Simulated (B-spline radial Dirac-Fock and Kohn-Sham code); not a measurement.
Energy-loss ionisation edge M4 of Hg

System: neutral mercury, [Xe] 4f14 5d10 6s2. The computed values come from a radial finite-basis atomic code: the first Born approximation with generalised oscillator strengths from a Dirac-Hartree-Slater potential (longitudinal and transverse terms; continuum final states only, so no white lines or fine structure). The edge is taken at 2385.0 eV (tabulated value).

Partial cross sections σ(β, Δ) in barn, integrated over a window Δ above the edge and up to the collection semi-angle β, for parallel illumination:

```tsv
E₀ (kV)	β (mrad)	Δ = 25 eV	Δ = 50 eV	Δ = 100 eV	Δ = 200 eV	Δ = 300 eV
60	5	0.321	1.70	5.03	11.0	15.8
80	10	?	?	?	?	?
80	100	16.6	82.5	245	551	820
100	5	0.547	2.91	8.64	18.8	27.2
100	10	1.87	9.95	29.6	65.0	94.2
120	10	2.16	11.5	34.2	75.2	109
120	20	5.24	27.8	83.3	185	271
120	100	14.5	71.0	211	474	708
200	20	5.91	31.3	94.1	210	309
200	50	9.98	50.9	152	342	509
300	5	1.71	9.13	27.3	60.0	87.3
300	10	3.80	20.3	60.9	135	199
300	20	6.33	33.4	101	225	333
300	100	10.7	51.9	154	346	518
```

Q: Give the row for 80 kV and 10 mrad.

A: 1.55 b for 25 eV, 8.23 b for 50 eV, 24.5 b for 100 eV, 53.6 b for 200 eV, 77.6 b for 300 eV.
